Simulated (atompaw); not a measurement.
Pseudopotential generation for phosphorus (P): PAW (atompaw), PBE, scalar-relativistic.

* Element: P (Z = 15)
* Generator: atompaw 4.2.0.5
* Type: PAW
* Functional: PBE
* Relativity: scalar-relativistic
* Frozen core: [Ne]
* Valence charge: 5
* Reference configuration: 3s1.5 3p3.5
* Partial waves: 3s (bound): rc 1.70 bohr; 3s channel at -0.75 Ry: rc 1.70 bohr; 3p (bound): rc 1.70 bohr; 3p channel at 0.45 Ry: rc 1.70 bohr
* Local potential: bessel scheme, radius 1.18 bohr
* Core correction: smooth core density matched at 1.18 bohr
* Augmentation charge: besselshape compensation charge, radius 1.36 bohr; PAW radius 1.70 bohr; waves and projectors: custom rrkj vanderbiltortho

All-electron outer shells of the reference configuration (PBE, scalar-relativistic, ld1.x):

```
shell  level (eV)  outermost node (bohr)  outermost maximum (bohr)
   2s     -174.77                   0.14                      0.42
   2p     -125.27                      –                      0.36
   3s      -14.33                   0.65                      1.58
   3p       -5.80                   0.64                      1.83
```

**Question.** Estimate the cutoffs (Ry, on a coarse ladder) from which the occupation-weighted sum of valence levels, in a spherical-Bessel basis at the reference potential, stays within 10 and 1 mRy of its value at 400 Ry.

**Answer.** 12 Ry and 25 Ry.

**Question.** What does a ghost test show?

**Answer.** No extra level below or beside the all-electron valence levels (s, p, d, f tested).

**Question.** Is the overlap operator S = 1 + Σ q|β⟩⟨β| positive definite (Bessel basis up to 400 Ry)?

**Answer.** Yes: its lowest eigenvalue is 0.45 (s channel).

**Question.** Which valence shell sets the plane-wave cutoff?

**Answer.** 3p: its level needs 15 Ry to come within 1 mRy, against 12 Ry for 3s.
